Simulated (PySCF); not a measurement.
B3LYP has the VWN-RPA correlation part, as in Gaussian. Excitations are Tamm–Dancoff values on a coarser integration grid. The basis has no diffuse functions, so Rydberg states are missing or too high.

Species: C₂H₂ClF, SMILES `F/C=C/Cl` (charge 0, multiplicity 1).

Problem. What is the computed brightest of the four lowest singlets (TDA), HOMO–LUMO gap, T1 excitation (TDA), S1 excitation (TDA) and S1–T1 gap (TDA) (B3LYP-D3(BJ)/def2-TZVP // PBE0-D4/def2-TZVP run with PySCF)?

Solution. 
```json
{
 "brightest of the four lowest singlets (TDA)": "7.09 eV",
 "HOMO–LUMO gap": "6.76 eV",
 "T1 excitation (TDA)": "4.16 eV",
 "S1 excitation (TDA)": "6.33 eV",
 "S1–T1 gap (TDA)": "2.17 eV"
}
```
